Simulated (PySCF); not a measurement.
PySCF 2.14 output of an unrestricted r2SCAN calculation on a single atom or ion in aug-cc-pVTZ-DK, with scalar relativity by spin-free X2C-1e:

```
SCF conv_tol = 1e-09
number electrons alpha = 5  beta = 4
    J. W. Furness, A. D. Kaplan, J. Ning, J. P. Perdew, and J. Sun.,  J. Phys. Chem. Lett. 11, 8208-8215 (2020)
    J. W. Furness, A. D. Kaplan, J. Ning, J. P. Perdew, and J. Sun.,  J. Phys. Chem. Lett. 11, 9248-9248 (2020)
    J. W. Furness, A. D. Kaplan, J. Ning, J. P. Perdew, and J. Sun.,  J. Phys. Chem. Lett. 11, 8208-8215 (2020)
    J. W. Furness, A. D. Kaplan, J. Ning, J. P. Perdew, and J. Sun.,  J. Phys. Chem. Lett. 11, 9248-9248 (2020)
cycle= 1 E= -75.1631097152838  delta_E= -0.00723  |g|= 0.0534  |ddm|= 0.243
cycle= 2 E= -75.1575449143939  delta_E= 0.00556  |g|= 0.131  |ddm|= 0.207
cycle= 3 E= -75.1646279288501  delta_E= -0.00708  |g|= 0.0114  |ddm|= 0.136
cycle= 4 E= -75.1647032014934  delta_E= -7.53e-05  |g|= 0.00232  |ddm|= 0.018
cycle= 5 E= -75.164711490814  delta_E= -8.29e-06  |g|= 0.000567  |ddm|= 0.00916
cycle= 6 E= -75.1647119580166  delta_E= -4.67e-07  |g|= 1.2e-05  |ddm|= 0.00263
cycle= 7 E= -75.1647119582687  delta_E= -2.52e-10  |g|= 1.15e-06  |ddm|= 6.23e-05
converged SCF energy = -75.1647119582687  <S^2> = 0.75926974  2S+1 = 2.0092484
```

The run itself started from symmetry-adapted Hartree-Fock orbitals and held the occupation by maximum overlap, on a logarithmic radial grid, so the iterations belong to that start.

Problem. Which element, charge and spin multiplicity is this?

Solution. O⁻ (oxygen, charge -1), multiplicity 2; the state was [He] 2s2 2p5, 2P determinant.

At r2SCAN the highest occupied level has a positive energy, so only the finite basis holds that electron; in a semilocal or global hybrid functional this comes from self-interaction and does not mean that the real anion is unbound.
